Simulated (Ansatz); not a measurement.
C$_{2}$H$_{8}$AlNO, relaxed with RKS PBE-D4/def2-SVP in the Gaussian-basis code of Ansatz from a rough embedded geometry. The force threshold is 0.03 eV/Å; the program also tests the step.

Charge 0, multiplicity 1. The bonds changed during the relaxation, so this is another structure than the one it started from.

Start:

```xyz
13

C    -1.645    0.455    1.027
O    -1.059    0.222   -0.252
C     0.292   -0.029   -0.067
N     0.663   -1.476   -0.111
Al    1.296    0.868   -1.550
H    -1.535   -0.443    1.663
H    -1.310    1.368    1.460
H    -2.745    0.506    0.810
H     0.756    0.442    0.838
H     1.612   -1.593    0.079
H     0.058   -1.896    0.646
H     0.775    0.638   -3.058
H     2.841    0.938   -1.485
```

Task: How much energy does the relaxation release, and in how many steps? (Best estimate.)

Result: Computed: 33.70 kcal/mol, in 16 steps.

Task: Which bonds change most? (Best estimate.)

Result: Computed: N4–Al5 from 2.822 to 2.062 Å; N4–H10 from 0.975 to 1.029 Å; Al5–H13 from 1.547 to 1.601 Å; C1–H7 from 1.065 to 1.116 Å.

Task: Give the relaxed structure. (An estimate is asked.)

Result: Computed: 
```xyz
13

C    -1.691    0.305    1.170
O    -1.078    0.652   -0.062
C     0.303    0.508   -0.082
N     0.773   -0.955   -0.214
Al    1.481    0.328   -1.664
H    -1.547   -0.772    1.428
H    -1.289    0.916    2.013
H    -2.776    0.498    1.072
H     0.789    0.905    0.841
H     1.155   -1.417    0.622
H     0.019   -1.537   -0.605
H     0.842   -0.153   -3.051
H     3.020    0.722   -1.466
```
